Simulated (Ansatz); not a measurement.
CH6ClGeN can be A, `C[NH][GeH2][Cl]`, or B, `[NH2][GeH2][CH2]Cl`.

Gas-phase electronic energies from Ansatz, PBE0-D4/def2-TZVP geometries. CCSD(T)/CBS is the MP2 limit (def2-TZVPP, def2-QZVPP) plus CCSD(T) − MP2 in def2-TZVPP, frozen cores. Functionals use def2-TZVPP. B3LYP here is the variant with VWN-RPA as its local correlation; programs differ in this. For Ge outer-core shells are correlated without core-valence functions, which leaves a few kJ/mol of doubt a bond. Scalar relativity is left out up to krypton. Each species was taken in one conformer, which may not be the lowest.

Question: Which is lower in electronic energy at CCSD(T)/CBS, and by how much? (Estimate.)

Answer: The calculation gave: A, by 88.5 kJ/mol.

Question: Give E(B) − E(A) in kJ/mol with B3LYP-D4, PBE-D4, MP2/def2-TZVPP, PBE0-D4, r2SCAN-D4, CCSD/def2-TZVPP, CCSD(T)/def2-TZVPP. (An estimate is asked.)

Answer: Computed: B3LYP-D4 96.0, PBE-D4 90.6, MP2/def2-TZVPP 91.1, PBE0-D4 93.8, r2SCAN-D4 94.6, CCSD/def2-TZVPP 92.4, CCSD(T)/def2-TZVPP 90.3. None reverses the order clearly.

Largest T1 diagnostic: 0.010.

In def2-TZVPP, CCSD(T) changes the Hartree–Fock value by −18.3 kJ/mol (the triples alone add −2.1 kJ/mol) and MP2 by −17.5 kJ/mol. From PBE to PBE0 (25 % exact exchange), in def2-TZVPP and without D4, E(B) − E(A) moves by +3.1 kJ/mol.
